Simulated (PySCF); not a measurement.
C₃H₅NOSi, SMILES O[Si@H]1C=CN=C1. Atoms are numbered in the order given.

```xyz
11

O     -2.1075     0.1157     0.6645
Si    -0.7689     0.3334    -0.3020
C      0.7435     1.1148     0.4621
C      1.7419     0.2258     0.3186
N      1.5043    -1.0580    -0.3053
C      0.2864    -1.2159    -0.6747
H     -1.9590    -0.2436     1.5453
H     -1.2808     0.9929    -1.5284
H      0.9092     2.0910     0.9224
H      2.7764     0.3861     0.6425
H      0.0188    -2.1624    -1.1672
```

Geometry optimised at ωB97X-D3(BJ)/def2-SVP. The structure was generated by enumeration; whether it is a known compound was not checked. Other conformers were not sampled.

Level of theory: ωB97X-D3(BJ)/def2-SVP (PySCF).

Frequencies are harmonic and unscaled.

**Question.** Estimate the vibrational spectrum. (The exact figures need the calculation; the answer reports its results.)

**Answer.** 
```json
[
 {"mode": "1", "ν (cm⁻¹)": "139", "IR (km/mol)": "8.6", "Raman (Å⁴/amu)": "4.2", "depolarisation": "0.74", "moving atoms (share of kinetic energy)": "O 33 %, C 22 %, Si 16 %, H 15 %, N 13 %"},
 {"mode": "2", "ν (cm⁻¹)": "181", "IR (km/mol)": "7.5", "Raman (Å⁴/amu)": "5.3", "depolarisation": "0.75", "moving atoms (share of kinetic energy)": "H 41 %, O 22 %, C 17 %, Si 12 %, N 8 %"},
 {"mode": "3", "ν (cm⁻¹)": "293", "IR (km/mol)": "111.7", "Raman (Å⁴/amu)": "0.9", "depolarisation": "0.74", "moving atoms (share of kinetic energy)": "H 71 %, O 19 %"},
 {"mode": "4", "ν (cm⁻¹)": "398", "IR (km/mol)": "32.5", "Raman (Å⁴/amu)": "1.8", "depolarisation": "0.47", "moving atoms (share of kinetic energy)": "C 50 %, H 24 %, O 14 %, Si 11 %"},
 {"mode": "5", "ν (cm⁻¹)": "436", "IR (km/mol)": "11.2", "Raman (Å⁴/amu)": "3.2", "depolarisation": "0.51", "moving atoms (share of kinetic energy)": "C 40 %, N 28 %, H 18 %, O 9 %"},
 {"mode": "6", "ν (cm⁻¹)": "509", "IR (km/mol)": "15.9", "Raman (Å⁴/amu)": "3.0", "depolarisation": "0.33", "moving atoms (share of kinetic energy)": "Si 42 %, C 28 %, N 14 %, H 13 %"},
 {"mode": "7", "ν (cm⁻¹)": "630", "IR (km/mol)": "6.2", "Raman (Å⁴/amu)": "2.8", "depolarisation": "0.72", "moving atoms (share of kinetic energy)": "C 49 %, Si 28 %, N 16 %"},
 {"mode": "8", "ν (cm⁻¹)": "704", "IR (km/mol)": "10.4", "Raman (Å⁴/amu)": "11.8", "depolarisation": "0.69", "moving atoms (share of kinetic energy)": "H 79 %, C 15 %"},
 {"mode": "9", "ν (cm⁻¹)": "748", "IR (km/mol)": "58.3", "Raman (Å⁴/amu)": "1.8", "depolarisation": "0.73", "moving atoms (share of kinetic energy)": "H 85 %, C 10 %"},
 {"mode": "10", "ν (cm⁻¹)": "772", "IR (km/mol)": "44.4", "Raman (Å⁴/amu)": "14.4", "depolarisation": "0.13", "moving atoms (share of kinetic energy)": "C 63 %, H 24 %, O 11 %"},
 {"mode": "11", "ν (cm⁻¹)": "807", "IR (km/mol)": "22.5", "Raman (Å⁴/amu)": "2.5", "depolarisation": "0.53", "moving atoms (share of kinetic energy)": "H 70 %, C 17 %"},
 {"mode": "12", "ν (cm⁻¹)": "865", "IR (km/mol)": "60.1", "Raman (Å⁴/amu)": "4.5", "depolarisation": "0.75", "moving atoms (share of kinetic energy)": "H 57 %, C 17 %, N 11 %, Si 8 %"},
 {"mode": "13", "ν (cm⁻¹)": "892", "IR (km/mol)": "173.6", "Raman (Å⁴/amu)": "2.4", "depolarisation": "0.75", "moving atoms (share of kinetic energy)": "H 56 %, C 20 %, Si 11 %, N 10 %"},
 {"mode": "14", "ν (cm⁻¹)": "901", "IR (km/mol)": "32.5", "Raman (Å⁴/amu)": "4.2", "depolarisation": "0.74", "moving atoms (share of kinetic energy)": "H 72 %, C 12 %"},
 {"mode": "15", "ν (cm⁻¹)": "927", "IR (km/mol)": "102.9", "Raman (Å⁴/amu)": "6.7", "depolarisation": "0.50", "moving atoms (share of kinetic energy)": "Si 33 %, O 29 %, H 28 %"},
 {"mode": "16", "ν (cm⁻¹)": "969", "IR (km/mol)": "89.3", "Raman (Å⁴/amu)": "2.4", "depolarisation": "0.21", "moving atoms (share of kinetic energy)": "C 36 %, H 31 %, N 20 %, Si 9 %"},
 {"mode": "17", "ν (cm⁻¹)": "1034", "IR (km/mol)": "0.1", "Raman (Å⁴/amu)": "3.1", "depolarisation": "0.71", "moving atoms (share of kinetic energy)": "H 70 %, C 30 %"},
 {"mode": "18", "ν (cm⁻¹)": "1148", "IR (km/mol)": "23.0", "Raman (Å⁴/amu)": "12.3", "depolarisation": "0.63", "moving atoms (share of kinetic energy)": "H 70 %, C 28 %"},
 {"mode": "19", "ν (cm⁻¹)": "1308", "IR (km/mol)": "5.9", "Raman (Å⁴/amu)": "3.1", "depolarisation": "0.30", "moving atoms (share of kinetic energy)": "H 76 %, C 15 %, N 9 %"},
 {"mode": "20", "ν (cm⁻¹)": "1350", "IR (km/mol)": "28.9", "Raman (Å⁴/amu)": "6.9", "depolarisation": "0.69", "moving atoms (share of kinetic energy)": "H 65 %, C 31 %"},
 {"mode": "21", "ν (cm⁻¹)": "1635", "IR (km/mol)": "26.6", "Raman (Å⁴/amu)": "44.8", "depolarisation": "0.12", "moving atoms (share of kinetic energy)": "C 88 %"},
 {"mode": "22", "ν (cm⁻¹)": "1696", "IR (km/mol)": "26.7", "Raman (Å⁴/amu)": "5.8", "depolarisation": "0.49", "moving atoms (share of kinetic energy)": "C 55 %, N 41 %"},
 {"mode": "23", "ν (cm⁻¹)": "2300", "IR (km/mol)": "113.7", "Raman (Å⁴/amu)": "155.5", "depolarisation": "0.23", "moving atoms (share of kinetic energy)": "H 97 %"},
 {"mode": "24", "ν (cm⁻¹)": "3158", "IR (km/mol)": "13.1", "Raman (Å⁴/amu)": "150.7", "depolarisation": "0.33", "moving atoms (share of kinetic energy)": "H 92 %, C 8 %"},
 {"mode": "25", "ν (cm⁻¹)": "3206", "IR (km/mol)": "15.6", "Raman (Å⁴/amu)": "126.0", "depolarisation": "0.38", "moving atoms (share of kinetic energy)": "H 92 %, C 8 %"},
 {"mode": "26", "ν (cm⁻¹)": "3255", "IR (km/mol)": "0.8", "Raman (Å⁴/amu)": "127.4", "depolarisation": "0.24", "moving atoms (share of kinetic energy)": "H 91 %, C 9 %"},
 {"mode": "27", "ν (cm⁻¹)": "3932", "IR (km/mol)": "108.8", "Raman (Å⁴/amu)": "72.0", "depolarisation": "0.28", "moving atoms (share of kinetic energy)": "H 94 %"}
]
```
